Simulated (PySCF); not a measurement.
HFSSn (SMILES [F][Sn][SH]), singlet, at a GFN2-xTB geometry (such geometries of metal compounds can be far from the true shape) (core potentials on Sn), atoms displaced at random by about 0.08 Å a coordinate.

Here is a job for PySCF.
```python
from pyscf import gto, scf

mol = gto.Mole()
mol.atom = '''
    Sn    0.229420   -0.176023    0.524583
    F     0.481407   -1.718559   -0.981927
    S    -0.725444    1.486130   -1.122683
    H    -0.938761    2.479896   -0.048640
'''
mol.basis = 'def2-svp'
mol.ecp = {'Sn': 'def2-svp'}
mol.charge = 0
mol.spin = 0
mol.verbose = 4
mol.build()

mf = scf.RHF(mol)
mf.kernel()
g = mf.nuc_grad_method()
grad = g.kernel()
```

### Question
Give the nuclear repulsion energy at the level HF/def2-SVP, gradient (PySCF).

### Answer
154.9122 Eh

### Question
Give the Mulliken (on the basis functions themselves) charges in atom order at the level HF/def2-SVP, gradient.

### Answer
Sn1 0.95, F2 -0.64, S3 -0.37, H4 0.06

### Question
What is the computed total energy (HF/def2-SVP, gradient)?

### Answer
-710.7339 Eh

### Question
What is the computed dipole moment (HF/def2-SVP, gradient)?

### Answer
5.43 D

### Question
Give the HOMO-LUMO gap at the level HF/def2-SVP, gradient.

### Answer
9.60 eV
